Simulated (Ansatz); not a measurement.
Reaction (ligand exchange at a Zr–O bond): `C[NH][Zr]([OH])([NH]C)[NH]C` + CH₃NH₂ → `C[NH][Zr]([NH]C)([NH]C)[NH]C` + H₂O

Program: Ansatz. Geometries: PBE0-D4/def2-TZVP. ΔE: electronic, gas phase. CBS: MP2 limit from def2 TZ/QZ plus the TZ coupled-cluster correction, frozen cores. This one scheme is used for every species. DFT in def2-TZVPP. def2 core potentials past Kr. For Zr outer-core shells are correlated without core-valence functions, which leaves a few kJ/mol of doubt a bond. One conformer a species, not always the lowest.

`C[NH][Zr]([OH])([NH]C)[NH]C`:

```xyz
21

C     0.663    1.448    2.690
N     1.054    0.640    1.555
Zr   -0.110    0.156   -0.055
O    -1.213    1.645   -0.646
N     1.161   -0.492   -1.520
C     1.881    0.330   -2.469
N    -1.217   -1.468    0.509
C    -2.395   -1.981   -0.156
H     0.790    0.920    3.644
H    -0.396    1.714    2.616
H     1.222    2.391    2.755
H     2.038    0.405    1.590
H    -1.788    2.354   -0.914
H     1.280   -1.476   -1.720
H     1.713    1.391   -2.253
H     1.560    0.165   -3.506
H     2.966    0.169   -2.427
H    -1.035   -1.961    1.373
H    -2.286   -3.033   -0.451
H    -2.586   -1.416   -1.074
H    -3.301   -1.900    0.459
```

CH₃NH₂:

Z-matrix (Å, degrees):
```
C
N 1 1.453
H 1 1.092 2 109.4
H 1 1.100 2 115.4 3 -121.6
H 1 1.092 2 109.4 3 116.8
H 2 1.012 1 110.6 3 62.6
H 2 1.012 1 110.6 3 -179.3
```

`C[NH][Zr]([NH]C)([NH]C)[NH]C`:

```xyz
25

C    -1.745    0.511   -2.439
N    -1.649    0.353   -1.005
Zr   -0.119   -0.364    0.164
N     1.078   -1.691   -0.844
C     1.804   -1.339   -2.044
N    -0.903   -1.230    1.843
C    -0.653   -1.072    3.259
N     1.073    1.197    0.750
C     0.810    2.613    0.875
H    -2.535   -0.109   -2.884
H    -0.807    0.209   -2.915
H    -1.932    1.551   -2.738
H    -2.519    0.615   -0.556
H     1.236   -2.654   -0.582
H     1.476   -1.905   -2.926
H     2.888   -1.481   -1.942
H     1.655   -0.278   -2.279
H    -1.661   -1.887    1.685
H     0.145   -0.342    3.409
H    -0.333   -2.008    3.736
H    -1.532   -0.708    3.805
H     2.055    0.998    0.908
H     1.404    3.219    0.179
H    -0.241    2.816    0.655
H     1.006    2.989    1.888
```

H₂O:

```xyz
3

O    -0.287    0.258   -0.050
H    -0.094   -0.513   -0.588
H     0.381    0.255    0.638
```

```tsv
level	ΔE (kJ/mol)
PBE-D4	66.5
B97M-V	75.0
```

(1) What does CCSD(T)/CBS give? (An estimate is asked.)

Largest T1 diagnostic among the species: 0.016.

Results:

(1) The calculation gave: +68.1 kJ/mol. The listed levels differ from it by -1.6, 6.9 kJ/mol.

In def2-TZVPP, CCSD(T) changes the Hartree–Fock value by −23.7 kJ/mol (the triples alone add −4.0 kJ/mol) and MP2 by −24.7 kJ/mol. From BLYP to BHLYP (50 % exact exchange), in def2-TZVPP and without D4, ΔE moves by +3.2 kJ/mol.

CCSD(T)/CBS has its own doubt, a few kJ/mol and more with outer-core shells, so smaller differences from it don't rank the levels.
